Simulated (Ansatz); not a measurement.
`[NH2][Hf]([F])([Cl])[Br]` + NH₃ → `[NH2][Hf]([NH2])([F])[Cl]` + HBr at 400 K and 1 bar (ligand exchange at the Hf–Br bond).

Computed with Ansatz on PBE0-D4/def2-TZVP structures; ΔE is electronic, products minus reactants. CCSD(T)/CBS adds triple-zeta CCSD(T) − MP2 to the extrapolated MP2 energy (def2 sets, frozen cores). This one scheme is used for every species. def2 core potentials past Kr. For Br, Hf outer-core shells are correlated without core-valence functions, which leaves a few kJ/mol of doubt a bond. Scalar relativity is left out up to krypton. Each species was taken in one conformer, which may not be the lowest.

| species | CCSD(T)/CBS energy (Eh) | H − E (kJ/mol) | S (J/(mol·K)) |
| --- | --- | --- | --- |
| `[NH2][Hf]([F])([Cl])[Br]` | -3236.98040 | 111.3 | 438.2 |
| NH₃ | -56.50880 | 104.2 | 203.1 |
| `[NH2][Hf]([NH2])([F])[Cl]` | -719.53162 | 176.7 | 434.7 |
| HBr | -2573.91920 | 27.6 | 207.2 |

H − E and S are ideal-gas, rigid-rotor, harmonic terms from PBE0-D4/def2-TZVP, for one conformer and one mirror image of each species. 1 Eh = 2625.50 kJ/mol, R = 8.31446 J/(mol·K).

Q: By hand: ΔE, ΔH, ΔS and ΔG.

A: ΔE = (-719.53162) + (-2573.91920) − (-3236.98040) − (-56.50880) = 0.03838 Eh = 100.8 kJ/mol. Δ(H − E) = 176.7 + 27.6 − 111.3 − 104.2 = -11.2, so ΔH = 89.6 kJ/mol. ΔS = 434.7 + 207.2 − 438.2 − 203.1 = 0.6 J/(mol·K). ΔG = 89.6 − 400 × (0.6)/1000 = 89.4 kJ/mol.

Q: By hand: the equilibrium constant, and the temperature at which ΔG would vanish if ΔH and ΔS stayed fixed.

A: log₁₀ K = −ΔG/(RT ln 10) = -11.7. ΔG = 0 at ΔH/ΔS = 149333 K, far beyond where these terms or the molecules hold.

The number of gas molecules stays the same, so ΔS is small and ΔH decides. A doubt of 5 kJ/mol in ΔE shifts log₁₀ K by 0.7 here. Other conformers and mirror images would add mixing entropy, several J/(mol·K) or more a flexible species. These are equilibria of isolated gas molecules and say nothing of rates. Largest T1 diagnostic: 0.014 (customary marks: 0.02 for closed shells, 0.045 for open ones).
